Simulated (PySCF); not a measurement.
## Calculated data, C2H5B2

Calculation on a computer-drawn molecule: the log of a Hartree-Fock and frozen-core CCSD(T) single point meant for a local Hartree-Fock minimum, with one planted fault or none, to be diagnosed. Offsets are logged minus clean, where the clean run is the same molecule without the fault. The reference is restricted for singlets and unrestricted otherwise, and also for a bond in bohr or an excited solution. Adding or removing an electron swaps singlet and doublet. The excited solution moves the top pair (singlet) or top alpha electron (doublet) to the lowest empty orbital. Highest occupied and lowest empty are orbital energies over both spins, largest force is the largest gradient component, triples share is (T) over the correlation energy, the T1 limit is 0.02 restricted and 0.045 unrestricted, electrons count all cores, a negative frequency is imaginary (commonest isotopes), and the dipole is about the centre of nuclear charge. Program: PySCF 2.14.0.

Common to all runs: meant charge 1; meant multiplicity 1; meant basis cc-pVDZ; logged basis functions 81; logged SCF converged yes; logged CC converged yes; logged SCF stable within its kind yes; possible faults no fault, one electron removed, one electron added, multiplicity raised by two, geometry at a saddle point, SCF held on an excited solution, minimal basis STO-3G, one bond length entered in bohr, all coordinates scaled.

(1) 
```xyz
9
formula=C2H5B2 logged_electrons=27 logged_spin_squared=0.7745 logged_highest_occupied=-6.2108 logged_lowest_empty=2.0229 logged_largest_force=0.046811 logged_T1_diagnostic=0.017783 logged_D1_diagnostic=0.061579 logged_triples_share=0.040447 logged_dipole_magnitude=0.38398 logged_energy_HF=-127.88965 logged_energy_CCSD(T)=-128.3787 planted_fault=one_electron_added HF_energy_offset_from_clean_run=-125.8 CCSD(T)_energy_offset_from_clean_run=-145.7
B     -3.6770     0.0126    -0.2205
C     -2.3335    -0.4500    -0.2037
B     -1.8692    -0.8363    -1.4895
C     -1.4307    -0.5393     1.0676
H     -4.7869     0.3869    -0.2781
H     -1.5015    -1.1509    -2.5578
H     -1.3085     0.4516     1.4977
H     -1.8896    -1.2052     1.7941
H     -0.4502    -0.9296     0.8089
```

Units: logged_highest_occupied, logged_lowest_empty in eV; logged_largest_force in hartree/bohr; logged_dipole_magnitude in debye; logged_energy_HF, logged_energy_CCSD(T) in hartree; HF_energy_offset_from_clean_run, CCSD(T)_energy_offset_from_clean_run in kcal/mol.

Drawn bonds:
```tsv
atom	other atom	order
1	2	2
2	3	1
2	4	1
1	5	1
3	6	1
4	7	1
4	8	1
4	9	1
```

(2) 
```xyz
9
formula=C2H5B2 logged_electrons=26 logged_spin_squared=0 logged_highest_occupied=-15.098 logged_lowest_empty=-4.7557 logged_largest_force=0.041206 logged_T1_diagnostic=0.015162 logged_D1_diagnostic=0.03973 logged_triples_share=0.04004 logged_dipole_magnitude=3.3828 logged_energy_HF=-127.65441 logged_energy_CCSD(T)=-128.12471 planted_fault=all_coordinates_scaled,by_+6.8_% HF_energy_offset_from_clean_run=21.83 CCSD(T)_energy_offset_from_clean_run=13.65
B     -3.9271     0.0134    -0.2355
C     -2.4921    -0.4806    -0.2176
B     -1.9963    -0.8932    -1.5908
C     -1.5280    -0.5760     1.1402
H     -5.1124     0.4132    -0.2970
H     -1.6036    -1.2291    -2.7317
H     -1.3975     0.4824     1.5995
H     -2.0181    -1.2872     1.9161
H     -0.4809    -0.9929     0.8640
```

Units: logged_highest_occupied, logged_lowest_empty in eV; logged_largest_force in hartree/bohr; logged_dipole_magnitude in debye; logged_energy_HF, logged_energy_CCSD(T) in hartree; HF_energy_offset_from_clean_run, CCSD(T)_energy_offset_from_clean_run in kcal/mol.

Drawn bonds:
```tsv
atom	other atom	order
1	2	2
2	3	1
2	4	1
1	5	1
3	6	1
4	7	1
4	8	1
4	9	1
```
